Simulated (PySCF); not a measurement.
Tb⁶⁰⁺ (terbium, charge +60) across methods

[He] 2s2 2p1, 2P determinant. All numbers are calculated (PySCF 2.14, scalar relativity by spin-free X2C-1e, in an uncontracted even-tempered set (19 s from 35 bohr⁻², ratio 2.2; 13 p from 46 bohr⁻², ratio 2.2; 5 d from 170 bohr⁻², ratio 2.4; 5 f from 260 bohr⁻², ratio 2.4; 4 g from 390 bohr⁻², ratio 2.4)).

```tsv
method	E (hartree)	mean ε 2s α (eV)	mean ε 2s β (eV)	mean ε 2p α (eV)	Σ⟨r²⟩ (bohr²)	⟨S²⟩
PBE0	-6014.14	-14112.3	-14076.2	-13345.0	0.02606	0.750
LDA	-6006.82	-14068.9	-14037.5	-13296.6	0.02609	0.750
TPSS	-6014.76	-14085.8	-14054.8	-13318.3	0.02605	0.750
r2SCAN	-6014.11	-14091.0	-14056.5	-13325.4	0.02606	0.750
PBE	-6014.24	-14079.7	-14050.0	-13309.2	0.02606	0.750
M06-2X	-6015.13	-14142.7	-14105.5	-13379.5	0.02605	0.750
UHF	-6013.69732	-14208.5	-14153.2	-13451.7	0.02606	0.750
```

Spin-orbit coupling, absent here, splits the open shell strongly.
